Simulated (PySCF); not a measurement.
Species: C6H4F2 (charge -1 and doublet state).
Structure used (GFN2-xTB), in Å, numbered top down from 1:
```
atom  x, y, z in Å
F1     0.4079    2.7103    0.1295
C2     0.1852    1.3375    0.0634
C3    -1.1005    0.8991    0.0303
C4    -1.3453   -0.5274   -0.0397
C5    -0.2397   -1.3917   -0.0709
C6     1.0240   -0.8935   -0.0340
F7     2.1086   -1.7692   -0.0643
C8     1.3151    0.5158    0.0362
H9    -1.9281    1.5945    0.0543
H10   -2.3559   -0.9053   -0.0693
H11   -0.3908   -2.4647   -0.1239
H12    2.3207    0.8940    0.0624
```

As a line formula: `FC1=C[CH][CH-]C(F)=C1` [radical] (charge -1).

Method: PySCF, UKS B3LYP, pcH-1 on C F H, non-relativistic, mean-field spin-orbit, GIAO. Whether the extra electron is bound in the gas phase wasn't checked; a finite basis holds it in any case. The geometry wasn't refined by DFT: couplings that depend on bond lengths, twists or pyramidal angles can differ widely from those at the functional's own minimum, by a factor of two or more for some ions and for spin on atoms past the first row. The SCF solution wasn't tested for stability.

**Question.** Match the computed a_iso(13C) values +39.2, +26.9, -13.5, -7.5 MHz (means over equivalent nuclei) with the sites C2/C6; C3/C5; C4; C8.

**Answer.** 
```
 site  a_iso (MHz)  ρ(0) (bohr⁻³)                 position  distance from C4 (Å)  spin population  largest |T| (MHz)
C2/C6         -7.5        -0.0067           1 bond from C8                  2.41            +0.05               15.8
C3/C5        -13.5        -0.0120           1 bond from C4                  1.43            +0.02               12.7
   C4        +39.2        +0.0349  largest spin population                  0.00            +0.52               82.9
   C8        +26.9        +0.0239         a main spin site                  2.86            +0.39               61.8
```

**Question.** Match the computed a_iso(1H) values -34.7, -26.7, -4.7 MHz (means over equivalent nuclei) with the sites H9/H11; H10; H12.

**Answer.** 
| site | a_iso (MHz) | ρ(0) (bohr⁻³) | position | distance from C4 (Å) | bound to | spin population there | largest \|T\| (MHz) |
| --- | --- | --- | --- | --- | --- | --- | --- |
| H9/H11 | -4.7 | -0.0011 | 2 bonds from C4, on C3 of spin population +0.10 | 2.18 | C3/C5 | +0.02 | 5.5 |
| H10 | -34.7 | -0.0078 | 1 bond from C4 | 1.08 | C4 | +0.52 | 21.7 |
| H12 | -26.7 | -0.0060 | 1 bond from C8 | 3.93 | C8 | +0.39 | 16.7 |

ρ(0) is the spin density at the nucleus and T the dipolar tensor; entries for several nuclei are means. The largest Mulliken spin populations are on C4 (+0.52), C8 (+0.39), C6 (+0.13) and C3 (+0.10). The angles at C4 add up to 360.0°, so it is planar. Main spin sites, with 60 % or more of the largest population: C4, C8; positions count bonds from the nearest.

The spin density at the nucleus, in bohr⁻³, is negative for C3/C5 (-0.0120), H10 (-0.0078) and H12 (-0.0060), for instance. A restricted open-shell determinant has no negative spin density anywhere; here it arises because α and β orbitals differ (spin polarisation).

Class means assume fast exchange of nuclei equivalent by connectivity; if that motion is slow, each nucleus keeps its own coupling. The 13C value of -7.5 MHz is a mean of couplings from -18.9 to 3.9 MHz in this one geometry, not an average over conformers. The 19F value of +4.8 MHz is a mean of couplings from -5.6 to 15.2 MHz in this one geometry, not an average over conformers.

The SMILES `FC1=C[CH][CH-]C(F)=C1` draws the unpaired electron on C4, whose computed spin population is only +0.52.
